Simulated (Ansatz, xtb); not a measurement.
# Two structures of CH3BCu+

Structure X is a singlet given by its coordinates and structure Y is a singlet given by its coordinates. Both are isolated ions in the gas phase, relaxed with B3LYP-D4/def2-TZVP.

X (Å):

```xyz
6

C     0.2850    1.4191   -0.0633
B    -0.0528    2.7411    0.3052
Cu    1.2793    2.3438   -1.5783
H    -0.3619    3.8142    0.6547
H     1.0615    0.8733    0.4757
H    -0.4420    0.7801   -0.5679
```

Close contacts (Å): C1–B2 1.41, C1–Cu3 2.03, B2–Cu3 2.34, C1–H5 1.09, C1–H6 1.09, B2–H4 1.17.

Y (Å):

```csv
atom,x (Å),y (Å),z (Å)
C,-0.1909,2.3259,0.0710
B,0.9755,1.5486,-0.3952
Cu,2.4782,0.5471,-0.9959
H,0.1019,3.3598,0.3047
H,-0.9714,2.3539,-0.7031
H,-0.6189,1.8743,0.9777
```

Close contacts (Å): C1–B2 1.48, B2–Cu3 1.90, C1–H4 1.10, C1–H5 1.10, C1–H6 1.10.

Problem. Estimate which is lower in electronic energy at CCSD(T)/def2-TZVP, and by roughly how much.

Solution. The CCSD(T)/def2-TZVP calculation puts structure X lower, by 0.048 eV.

How the difference moves with the method:

```json
{"level": "GFN2-xTB", "geometry": "GFN2-xTB", "E(Y) − E(X) (eV)": "+0.272", "departure from the last row (eV)": "+0.225", "job, with rough time for the two": "optimisation, 0.11 s"}
{"level": "HF/STO-3G", "geometry": "GFN2-xTB", "E(Y) − E(X) (eV)": "−0.791", "departure from the last row (eV)": "−0.838", "job, with rough time for the two": "single point, 3.2 s"}
{"level": "r2SCAN-D4/def2-SVP", "geometry": "GFN2-xTB", "E(Y) − E(X) (eV)": "−0.029", "departure from the last row (eV)": "−0.076", "job, with rough time for the two": "single point, 2.9 s"}
{"level": "B3LYP-D4/def2-TZVP", "geometry": "B3LYP-D4/def2-TZVP", "E(Y) − E(X) (eV)": "−0.007", "departure from the last row (eV)": "−0.055", "job, with rough time for the two": "optimisation, 27 s"}
{"level": "HF/def2-TZVP", "geometry": "B3LYP-D4/def2-TZVP", "E(Y) − E(X) (eV)": "+0.150", "departure from the last row (eV)": "+0.102", "job, with rough time for the two": "part of the CCSD(T) run"}
{"level": "MP2/def2-TZVP", "geometry": "B3LYP-D4/def2-TZVP", "E(Y) − E(X) (eV)": "+0.062", "departure from the last row (eV)": "+0.015", "job, with rough time for the two": "part of the CCSD(T) run"}
{"level": "CCSD(T)/def2-TZVP", "geometry": "B3LYP-D4/def2-TZVP", "E(Y) − E(X) (eV)": "+0.048", "departure from the last row (eV)": "", "job, with rough time for the two": "single point, 46 s"}
```

HF/STO-3G, r2SCAN-D4/def2-SVP put the two in the other order. B3LYP-D4/def2-TZVP finds them nearly level. The largest departure from CCSD(T)/def2-TZVP is that of HF/STO-3G, 0.838 eV.

With harmonic frequencies from B3LYP-D4/def2-TZVP (ideal gas, rigid rotor, one conformer each, 298.15 K, 1 atm): on the last row, ΔE + ΔZPE = +0.087, ΔH = +0.089, ΔG = +0.120 eV.

The T1 diagnostic of structures X and Y is large, so the coupled-cluster value is less sure. The correlated steps freeze 7 core orbitals; the last core shell of Cu is correlated, in a basis made for valence electrons. Run with Ansatz 0.2.0, xtb 6.7.1; the last row on 2 threads of Arm Neoverse V1 on a shared host.
